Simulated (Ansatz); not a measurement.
Stepwise reaction of `C[Si](C)(O)Cl` with ammonia, as a gas-phase model of exchange steps in deposition or etching. ΔE in kJ/mol; ΔG adds harmonic PBE0-D4 terms to CCSD(T)/CBS, at 1 bar.

Computed with Ansatz on PBE0-D4/def2-TZVP structures; ΔE is electronic, products minus reactants. CCSD(T)/CBS adds triple-zeta CCSD(T) − MP2 to the extrapolated MP2 energy (def2 sets, frozen cores). This one scheme is used for every species. Functionals use def2-TZVPP. B3LYP here is the variant with VWN-RPA as its local correlation; programs differ in this. Each species was taken in one conformer, which may not be the lowest.

```tsv
step	reaction	PBE-D4	B3LYP-D4	ωB97M-V	CCSD(T)/CBS	ΔG(600 K)
2	`C[Si](N)(O)Cl` + NH₃ → `N[Si](N)(O)Cl` + CH₄	-63.9	-72.2	-70.3	-69.7	-61.2
```

Q: Give the row of step 1, `C[Si](C)(O)Cl` + NH₃ → `C[Si](N)(O)Cl` + CH₄. (An estimate is asked.)

A: The calculation gave: 
```tsv
step	reaction	PBE-D4	B3LYP-D4	ωB97M-V	CCSD(T)/CBS	ΔG(600 K)
1	`C[Si](C)(O)Cl` + NH₃ → `C[Si](N)(O)Cl` + CH₄	-61.3	-68.9	-66.4	-65.5	-59.1
```

Q: By hand: ΔE of the 2 steps together at CCSD(T)/CBS.

A: (-65.5) + (-69.7) = -135.2 kJ/mol, or -67.6 kJ/mol a step.

In ΔE the steps differ by no more than 4.2 kJ/mol. All are downhill at CCSD(T)/CBS. ΔG lies between -61.2 and -59.1 kJ/mol a step. PBE-D4 differs from CCSD(T)/CBS by 4.2 to 5.8 kJ/mol a step. Only this route is followed, and other bonds may react first. Isolated molecules leave out the surface, adducts and barriers. Largest T1 diagnostic: 0.010.
